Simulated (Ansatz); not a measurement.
Z-matrix (Å, degrees):
```
Al
F 1 1.6594
F 1 1.6697 2 117.61
F 1 1.6699 2 117.67 3 149.92
O 1 1.9551 2 106.88 3 -105.18
H 5 0.9720 1 110.33 2 120.18
H 5 0.9722 6 107.71 1 -119.99
```
Charge 0, multiplicity 1.

The numbers are results of frozen-core CCSD(T)/cc-pVTZ // B3LYP-D3(BJ)/def2-SVP (Ansatz, a first-principles code), not measurements.

```json
{
  "HF energy": "-616.69986 Ha",
  "MP2 correlation energy": "-1.09514 Ha"
}
```

### Question
Estimate the CCSD correlation energy, the (T) correction, the total energy and the T1 diagnostic.

### Answer

The CCSD correlation energy comes out as -1.09708 Ha. The (T) correction comes out as -0.03104 Ha, the CCSD(T) total energy is -617.82799 Ha and the T1 diagnostic comes out as 0.011.
